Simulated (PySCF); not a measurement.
Pt: ionisation energy

Pt [Xe] 4f14 5d9 6s1 (3D) → Pt⁺ [Xe] 4f14 5d9 (2D), as a difference of total energies. Computed with PySCF 2.14 in aug-cc-pwCVDZ-PP with ECP60MDF (6s6p5d3f, 70 functions), with a scalar-relativistic core potential. Correlated levels: valence: 5s2 5p6 frozen; valence and next inner shell: nothing frozen outside the core potential. The calculations carry no spin-orbit coupling.

Problem. Order these methods by the ionisation energy they give, lowest first.
A. SCS-MP2 (valence)
B. M06
C. MP2 (valence and next inner shell)
D. B3LYP

Solution. A (8.730 eV), B (8.908 eV), C (9.138 eV), D (9.240 eV).

The reference lies between the lowest fine-structure levels, while these numbers refer to the centres of the terms.

Errors of the correlated levels include the incompleteness of this basis and the frozen core.

For comparison: 8.959 eV (measured; NIST Atomic Spectra Database, ionization energies).
